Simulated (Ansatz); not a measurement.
The pair A = CHN (SMILES C#N) (first 3 atoms), B = HI (SMILES I); geometry from B3LYP-D3(BJ)/def2-TZVP.
(charge 0, multiplicity 1):
```xyz
5

C      1.10802    -0.16740     1.03911
N      0.22940     0.01627     1.74956
H      1.92702    -0.33864     0.37684
I     -2.73197     0.65439     4.15576
H     -1.49231     0.38457     3.14628
```

Correlated levels freeze the cores. Filled d and f shells under p-block atoms count as core. MP2 and its Hartree–Fock in def2-QZVPPD are density fitted.

The values were computed with Ansatz (Gaussian basis) for Hartree–Fock, density functionals and correlated methods. Each number belongs to the level named beside it. In def2 rows elements past Kr take small-core potentials, without spin–orbit coupling.

The counterpoise-corrected interaction energy is E(AB) − E(A in the pair's basis) − E(B in the pair's basis). Total energies (hartree):

```json
[
 {"level": "HF/def2-TZVPPD", "AB": "-390.1571381", "A in the pair's basis": "-92.9128300", "B in the pair's basis": "-297.2427319"},
 {"level": "MP2/def2-TZVPPD", "AB": "-390.6551327", "A in the pair's basis": "-93.2566857", "B in the pair's basis": "-297.3936814"},
 {"level": "HF/def2-QZVPPD", "AB": "-390.1618504", "A in the pair's basis": "-92.9164409", "B in the pair's basis": "-297.2438752"},
 {"level": "MP2/def2-QZVPPD", "AB": "-390.7002510", "A in the pair's basis": "-93.2816730", "B in the pair's basis": "-297.4135202"},
 {"level": "CCSD(T)/def2-TZVPPD", "AB": "-390.7018836", "A in the pair's basis": "-93.2789751", "B in the pair's basis": "-297.4191071"}
]
```

Question: Work out the counterpoise-corrected interaction energy at the basis-set limit: extrapolate the MP2 correlation part as X⁻³, take Hartree–Fock from the larger set, and add the CCSD(T) − MP2 difference of def2-TZVPPD.

Answer: 
1. Differences (1 hartree = 627.509 kcal/mol): HF/def2-TZVPPD -0.989; MP2/def2-TZVPPD -2.990; HF/def2-QZVPPD -0.963; MP2/def2-QZVPPD -3.174; CCSD(T)/def2-TZVPPD -2.385.
2. Correlation parts, MP2 less HF: -2.001 in def2-TZVPPD (X = 3), -2.211 in def2-QZVPPD (X = 4).
3. Limit (4³·(-2.211) − 3³·(-2.001))/(4³ − 3³) = -2.364; with HF/def2-QZVPPD it gives -3.327.
4. CCSD(T) less MP2 in def2-TZVPPD: 0.605.
Result: -2.72 kcal/mol, against -2.99 at MP2/def2-TZVPPD. It is an estimate of this method's limit, not of the exact value.

Ansatz is a program for electronic structure.
